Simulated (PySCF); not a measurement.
## P²⁺ (phosphorus, charge +2) across methods

[Ne] 3s2 3p1, 2P determinant. All numbers are calculated (PySCF 2.14, the spin-free X2C one-electron Hamiltonian (Gaussian nucleus), in x2c-QZVPPall (9s6p4d2f1g, 70 functions)).

| method | E (hartree) | mean ε 3s α (eV) | mean ε 3s β (eV) | mean ε 3p α (eV) | Σ⟨r²⟩ (bohr²) | ⟨S²⟩ |
| --- | --- | --- | --- | --- | --- | --- |
| LDA | -339.7019 | -34.419 | -33.347 | -24.800 | 13.87 | 0.752 |
| CAM-B3LYP | -341.0023 | -37.554 | -36.068 | -27.721 | 13.90 | 0.754 |
| r2SCAN | -340.9494 | -34.680 | -33.348 | -25.405 | 13.90 | 0.759 |
| r2SCAN0 | -340.9481 | -36.221 | -34.568 | -26.688 | 13.90 | 0.759 |
| PBE | -340.8305 | -34.337 | -33.192 | -24.945 | 13.87 | 0.754 |
| PBE0 | -340.8558 | -36.005 | -34.487 | -26.362 | 13.88 | 0.755 |
| TPSS | -341.0047 | -34.589 | -33.210 | -25.254 | 13.86 | 0.755 |
| UHF | -340.46944 | -40.158 | -37.174 | -29.977 | 14.04 | 0.764 |
| wB97X | -340.9868 | -38.673 | -37.086 | -28.768 | 13.82 | 0.754 |
